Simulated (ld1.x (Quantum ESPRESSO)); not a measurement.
**nickel: one change to a PAW potential, before and after**

```
Element                 : Ni
Generator               : ld1.x (Quantum ESPRESSO) 7.5
Type                    : PAW
Functional              : LDA (PZ)
Relativity              : scalar-relativistic
Frozen core             : [Ar]
Valence charge          : 10
Reference configuration : 3d8 4s1.5 4p0 (charge +0.5)
Partial waves           : 4s (bound): rcut 1.65, rcutus 2.25 bohr; 4s channel at 0.1 Ry: rcut 1.65, rcutus 2.25 bohr; 4p (bound, empty): rcut 1.90, rcutus 2.60 bohr; 4p channel at 0.1 Ry: rcut 1.90, rcutus 2.60 bohr; 3d (bound): rcut 1.10, rcutus 1.30 bohr; 3d channel at -0.4 Ry: rcut 1.10, rcutus 1.30 bohr; 4f channel at -0.15 Ry: rc 2.65 bohr
Local potential         : the f channel
Core correction         : a·sin(br)/r model core, default radius (ld1.x builds one for every PAW set, though the input has nlcc=.false.)
Augmentation charge     : PSQ, inside the norm-conserving radii
```

All-electron outer shells of the reference configuration (LDA (PZ), scalar-relativistic, ld1.x):

```csv
shell,level (eV),outermost node (bohr),outermost maximum (bohr)
3p,-75.65,0.27,0.65
3d,-13.50,–,0.63
4s,-9.56,0.92,2.15
4p,-4.40,1.00,2.84
```

Change: waves 3d (bound): rcut 0.92, rcutus 0.98 bohr; 3d channel at -0.4 Ry: rcut 0.92, rcutus 0.98 bohr.

Cutoffs: the cutoffs (Ry, on a coarse ladder) from which the occupation-weighted sum of valence levels, in a spherical-Bessel basis at the reference potential, stays within 10 and 1 mRy of its value at 400 Ry; they do not see the model core or the augmentation charge, which bear on the density cutoff. Errors are all-electron minus pseudo energies relative to the spin-unpolarised reference configuration.

Question: Predict the effect on cutoff, ghosts and configuration errors.

Answer: The potential gets harder (70 Ry and 110 Ry → 160 Ry and 230 Ry); of the 9 tests that both files solve, the error grows in 2 and shrinks in 3 by more than 15 % and 0.3 meV (median size 3.4 → 11.3 meV); neither file shows a bound ghost. A smaller radius makes the pseudo-wave follow the all-electron one further in, where it bends more sharply, so more plane waves are needed.

```tsv
quantity	base	changed
cutoff, loose	70 Ry	160 Ry
cutoff, tight	110 Ry	230 Ry
loose cutoff by channel (10 mRy a level)	s 6 Ry, d 55 Ry	s 6 Ry, d 100 Ry
bound ghosts	none	none
error for 3d8 4s2 4p0, meV [ΔE -3.84 eV]	+0.1	+0.1
error for 3d8 4s1 4p0, meV [ΔE 5.76 eV]	-1.2	-1.0
error for 3d8 4s0 4p0, meV [ΔE 23.42 eV]	-8.8	-4.7
error for 3d9 4s0 4p0, meV [ΔE 2.72 eV]	-112	-105
error for 3d7 4s2 4p1, meV [ΔE 6.81 eV]	-174	-158
error for 3d7 4s0 4p0, meV [ΔE 61.22 eV]	-261	-177
error for 3d8 4s0 4p1, meV [ΔE 11.53 eV]	-3.4	-2.7
error for 3d8 4s1.5 4p0 (spin-polarised), meV [ΔE -1.06 eV]	-1.8	+17
error for 3d8 4s2 4p0 (spin-polarised), meV [ΔE -4.76 eV]	-3.2	+11
s: phases at 2.89 bohr within 0.05 rad from the reference energy up to (Ry; the scan ends near 5)	2.7	2.7
p: phases at 2.89 bohr within 0.05 rad from the reference energy up to (Ry; the scan ends near 5)	3.1	3.1
d: phases at 2.89 bohr within 0.05 rad from the reference energy up to (Ry; the scan ends near 5)	4.5	4.5
f: phases at 2.89 bohr within 0.05 rad from the reference energy up to (Ry; the scan ends near 5)	to the end of the scan	to the end of the scan
lowest overlap eigenvalue by channel	s 0.39, p 0.67, d 0.96	s 0.39, p 0.67, d 0.90
```
